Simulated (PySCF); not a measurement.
**CoCl2: fields on a plane**

Level of theory: UPBE/[Co def2-TZVP, Cl def2-TZVP], no relativity, density fitting, PySCF.

The quartet minimum has Co–Cl 2.077 Å (×2); Cl–Co–Cl 180.0°.

The plane holds Co1 at (0.00, 0.00), Cl2 at (2.08, 0.00), Cl3 at (-2.08, 0.00) Å. Columns run from x = -4.05 to 4.35 Å, rows from y = 2.25 (top) to -1.95 Å, in steps of 0.3 Å. Other isomers or separated fragments may lie lower.

Q: Give the electron localisation function (set to 0 where the density is under 0.005 e/Å³). Lower edges of the bins: '0' 0.000, '1' 0.089, '2' 0.177, '3' 0.266, '4' 0.354, '5' 0.443, '6' 0.531, '7' 0.620, '8' 0.708, '9' 0.796; top 0.89.

A: 
```
00000000000000000000000000000
00001122110000000011221100000
00023454421111111124454320000
00246777653111111356777642000
01468999874111111478999864100
02589999985113311589999985200
13699811795147741597118996310
14799199195291192591991997410
14799199195291192591991997410
13699811795147741597118996310
02589999985113311589999985200
01468999874111111478999864100
00246777653111111356777642000
00023454421111111124454320000
00001122110000000011221100000
```

Q: Give the electrostatic potential (V) (cut at 20 V). Lower edges of the bins (V): '_' -0.17, '.' -0.05, ':' 0.14, '-' 0.44, '=' 0.91, '+' 1.67, '*' 2.86, '#' 4.75, '%' 7.74, '@' 12.48; top 20.0, each point printed twice.

A: 
```
______________....::::------------::::....________________
______________....::----========----::....________________
__________....::::----==++++++++==----::::....____________
______..::--==========++********++==========--::..________
____..--==**####**++**####%%%%####**++**####**==--..______
__..::++##@@@@@@@@####%%@@@@@@@@%%####@@@@@@@@##++::..____
__::--**%%@@@@@@@@@@%%@@@@@@@@@@@@%%@@@@@@@@@@%%**--::____
..::==##@@@@@@@@@@@@@@@@@@@@@@@@@@@@@@@@@@@@@@@@##==::..__
..::==##@@@@@@@@@@@@@@@@@@@@@@@@@@@@@@@@@@@@@@@@##==::..__
__::--**%%@@@@@@@@@@%%@@@@@@@@@@@@%%@@@@@@@@@@%%**--::____
__..::++##@@@@@@@@####%%@@@@@@@@%%####@@@@@@@@##++::..____
____..--==**####**++**####%%%%####**++**####**==--..______
______..::--==========++********++==========--::..________
__________....::::----==++++++++==----::::....____________
______________....::----========----::....________________
```

Open d and f shells are described by one determinant, and the ground state may have another occupation or spin.
